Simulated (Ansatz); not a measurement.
Cost and result for the atomization energy of AlClH$_{3}$In, SMILES `[AlH2][InH][Cl]` (6 atoms, 5 bonds).

Total charge 0; spin multiplicity 1. Correlated methods include outer-core shells of In, which these sets cover unevenly. In: def2 effective core potential. The geometry is a stationary point of PBE0-D4/def2-TZVP. Program: Ansatz. All runs use 2 threads of an Intel Xeon Platinum 8375C on a shared host. Times are those of one run each, without the atoms' runs, and a repeat can differ threefold. Electronic energies, without spin–orbit coupling; frozen cores. CCSD(T)/CBS adds CCSD(T) − MP2 in def2-TZVPP to the MP2 limit, and its time is that of the two runs behind it. T1 = 0.014. With those shells the extrapolation isn't a true limit. B3LYP takes the VWN-RPA correlation (the form of Gaussian; ORCA's B3LYP/G). HSE06 is the plane-wave form, built on full-range PBE exchange.

CCSD(T)/CBS is a level of theory with its own doubt, some kJ/mol a heavy atom from the limit and from the frozen cores, so smaller differences don't rank the functionals.

| level | functions | wall time | atomization (kcal/mol) | difference from CCSD(T)/CBS | per bond |
| --- | --- | --- | --- | --- | --- |
| LDA (SPW92)/def2-TZVPP | 176 | 1.3 s | 347.1 | 31.3 | 6.3 |
| revPBE-D4/def2-TZVPP | 176 | 2.7 s | 300.0 | -15.8 | -3.2 |
| PBE-D4/def2-TZVPP (with forces) | 176 | 2.8 s | 306.7 | -9.1 | -1.8 |
| CCSD(T)/def2-SVP | 77 | 4.2 s | 290.2 | -25.6 | -5.1 |
| HSE06-D4/def2-TZVPP | 176 | 4.2 s | 307.4 | -8.4 | -1.7 |
| r2SCANh-D4/def2-TZVPP | 176 | 4.6 s | 313.6 | -2.2 | -0.4 |
| CAM-B3LYP-D4/def2-TZVPP | 176 | 4.7 s | 310.7 | -5.1 | -1.0 |
| B3LYP-D4/def2-TZVPP (with forces) | 176 | 4.8 s | 307.3 | -8.5 | -1.7 |
| PBE-QIDH/def2-TZVPP | 176 | 7 s | 309.2 | -6.6 | -1.3 |
| ωB97M-V/def2-TZVPP (with forces) | 176 | 12 s | 314.3 | -1.5 | -0.3 |
| MP2/def2-QZVPP | 312 | 23 s | 309.5 | -6.3 | -1.3 |
| CCSD(T)/def2-TZVPP | 176 | 42 s | 306.1 | -9.7 | -1.9 |
| CCSD(T)/CBS(def2) | – | 64 s | 315.8 | 0.0 | 0.0 |

The D4 term adds +4.5 kcal/mol with B3LYP and +2.4 kcal/mol with PBE0; it sums over pairs of atoms, weighted by their polarisabilities, and B3LYP, whose exchange is more repulsive, gets the larger term. From PBE to PBE0 (25 % exact exchange), in def2-TZVPP and without D4, the atomization energy moves by +1.0 kcal/mol. At CCSD(T), def2-SVP lies −25.6 kcal/mol from the extrapolated value and def2-TZVPP −9.7 kcal/mol: correlation converges slowly with the basis, and small sets miss more of it in the bonded molecule than in its fragments.

Spin–orbit coupling would lower the free In atoms strongly, and the atomization energy with them, by more than many differences here.
